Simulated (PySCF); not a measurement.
**Worked example: chemical shift, span and skew from a shielding tensor**

Ge(Me)(NH2) (CH5GeN), SMILES [Ge]([CH3])[NH2] (connectivity only; charge and spin as stated), neutral, multiplicity 1. Atoms are numbered in the order given.

```xyz
8

Ge    -0.1964    -0.1196     0.4311
C      0.6352     1.5292    -0.3291
H      0.2169     2.4357     0.1368
H      0.5263     1.6078    -1.4235
H      1.7149     1.5137    -0.0931
N     -0.0106    -1.1379    -1.0587
H      0.3897    -0.8296    -1.9408
H     -0.3014    -2.1099    -1.0900
```

Coordinates come from a ωB97X-D3(BJ)/def2-SVP optimisation. Other conformers were not sampled.

GIAO shieldings from HF/pcSseg-1 (PySCF), non-relativistic, no solvent. The symmetric part of the tensor of N6 has the principal values -38.0, 209.5, 213.4 ppm. The same nucleus in NH3 has σ = 267.3 ppm at this level (PySCF, at its B3LYP-D3(BJ)/def2-TZVP geometry).

### Question
Work out the isotropic shielding, the ¹⁵N shift against NH3, the span and the skew.

### Answer

σ(iso) = (σ11 + σ22 + σ33)/3 = 128.3 ppm. δ = σ(ref) − σ(iso) = 267.3 − (128.3) = 139.0 ppm.
Span Ω = σ33 − σ11 = 251.4 ppm. Skew κ = 3(σ(iso) − σ22)/Ω = -0.97. Tumbling in solution averages the tensor to δ; in a static solid the shielding alone would spread this spin-1/2 line over Ω.
